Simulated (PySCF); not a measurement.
Gas-phase reaction: 2 GaCl₂ + 2 HO₂ ⇌ 2 GaOH + 4 Cl + O₂

Energies from PySCF, thermal terms from the rigid-rotor harmonic-oscillator model, ideal gas at 1 bar. † marks an energy on the PBE0/def2-TZVP geometry and frequencies; other levels use their own. CCSD(T) freezes the core. 6-31G* has spherical d functions here. Open shells (unrestricted): GaCl₂ (multiplicity 2), HO₂ (multiplicity 2), Cl (multiplicity 2, electronic degeneracy 6), O₂ (multiplicity 3); the rest are closed-shell singlets. Spin-orbit splitting is ignored; it lowers the true energy and changes the entropy of Cl. B3LYP is the form with VWN-RPA correlation. Ga: all electrons, no relativistic terms. GaCl₂, GaOH: computed as isolated molecules; such fragments, hydroxides, amides, oligomers or adducts are transient or little studied in the gas. CCSD(T) isn't extrapolated to the basis-set limit; its ΔH°(298 K) is 401.3 kJ in def2-SVP and 449.9 kJ in def2-TZVPP. The harmonic model lacks anharmonicity and excited electronic states, which grow with temperature; levels with a mode under 35 cm⁻¹ are left out. Soft modes under 120 cm⁻¹ make the harmonic entropy rough for GaCl₂.

```tsv
level	ΔE electronic, kJ	ΔH°(298 K), kJ	ΔS°(298 K), J/K	ΔG°(1400 K), kJ
B3LYP/6-31G*	455	448	306	4
CCSD(T)/def2-TZVPP†	458	450	310	-2
HF/def2-TZVP†	314	306	310	-146
M06-2X/def2-TZVP†	532	524	310	72
PBE/def2-TZVP†	558	550	310	99
ωB97X-V/def2-TZVP†	517	509	310	57
```
ΔH° is lowest at HF/def2-TZVP† and highest at PBE/def2-TZVP†. No reference value is set beside these.
